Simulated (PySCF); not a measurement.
Geometries of 4 isomers of C3H6F3NSi, from PBE0-D3(BJ)/def2-SVP geometry optimisation, gas phase (PySCF 2.14.0). One conformer each, no zero-point energy, no frequencies.

Problem. Which isomer lies lowest at this level?
A.
```xyz
14
angstrom
F     -3.429   -0.325   -0.472
C     -2.270   -0.437    0.178
F     -2.489   -0.098    1.456
F     -1.918   -1.726    0.166
C     -1.204    0.428   -0.445
C      0.127    0.288    0.238
N      1.194    0.115   -0.414
Si     2.788   -0.035    0.310
H     -1.099    0.168   -1.507
H     -1.550    1.473   -0.371
H      0.089    0.362    1.348
H      3.643    1.060   -0.230
H      2.741    0.055    1.808
H      3.355   -1.352   -0.097
```
B.
```xyz
14
angstrom
F     -1.791    1.479   -0.568
C     -2.058    0.594    0.396
F     -2.942   -0.281   -0.098
F     -2.654    1.248    1.393
C     -0.803   -0.096    0.870
C     -0.117   -0.877   -0.224
N      1.113   -0.891   -0.497
Si     2.500   -0.054    0.155
H     -1.102   -0.790    1.672
H     -0.137    0.661    1.307
H     -0.802   -1.516   -0.816
H      3.408   -1.093    0.720
H      2.212    0.959    1.227
H      3.165    0.639   -0.984
```
C.
```xyz
14
angstrom
C     -0.394   -1.556   -0.368
C     -0.563   -0.275   -0.028
Si     0.906    0.795    0.485
N      2.331    0.043   -0.146
C     -1.931    0.335   -0.039
F     -2.045    1.245   -1.016
F     -2.912   -0.556   -0.213
F     -2.173    0.974    1.115
H     -1.237   -2.196   -0.649
H      0.609   -1.994   -0.374
H      0.634    2.192    0.022
H      1.062    0.813    1.969
H      2.514    0.049   -1.143
H      3.194    0.117    0.379
```
D.
```xyz
14
angstrom
C      2.432   -0.246   -0.757
N      1.178   -0.221   -0.899
Si     0.012    0.186    0.338
C     -1.095    1.562   -0.244
C     -1.087   -1.387    0.551
F     -0.382   -2.471    0.907
F     -2.011   -1.183    1.511
F     -1.752   -1.695   -0.572
H      2.965   -0.003    0.188
H      3.087   -0.523   -1.604
H      0.637    0.448    1.674
H     -1.901    1.735    0.486
H     -1.549    1.284   -1.207
H     -0.539    2.501   -0.378
```

Solution. C. That is `C=C([SiH2]N)C(F)(F)F`, 8.4 kcal/mol below the next.

| SMILES | atoms numbered as above | E (Eh) | relative (kcal/mol) | relative (kJ/mol) | dipole (D) |
| --- | --- | --- | --- | --- | --- |
| C=C([SiH2]N)C(F)(F)F | [CH2:1]=[C:2]([SiH2:3][NH2:4])[C:5]([F:6])([F:7])[F:8] | -760.67650 | 0.0 | 0.0 | 3.40 |
| C=N[Si@@H](C)C(F)(F)F | [CH2:1]=[N:2][Si@@H:3]([CH3:4])[C:5]([F:6])([F:7])[F:8] | -760.66310 | 8.4 | 35.2 | 3.12 |
| FC(F)(F)C/C=N/[SiH3] | [F:1][C:2]([F:3])([F:4])[CH2:5]/[CH:6]=[N:7]/[SiH3:8] | -760.66307 | 8.4 | 35.3 | 1.48 |
| FC(F)(F)C/C=N\[SiH3] | [F:1][C:2]([F:3])([F:4])[CH2:5]/[CH:6]=[N:7]\[SiH3:8] | -760.65969 | 10.6 | 44.2 | 1.62 |

As drawn, the lowest has an N–H bond, an Si–C bond and a C=C bond outside aromatic rings, which the highest lacks; the highest has a C=N bond, which the lowest lacks.
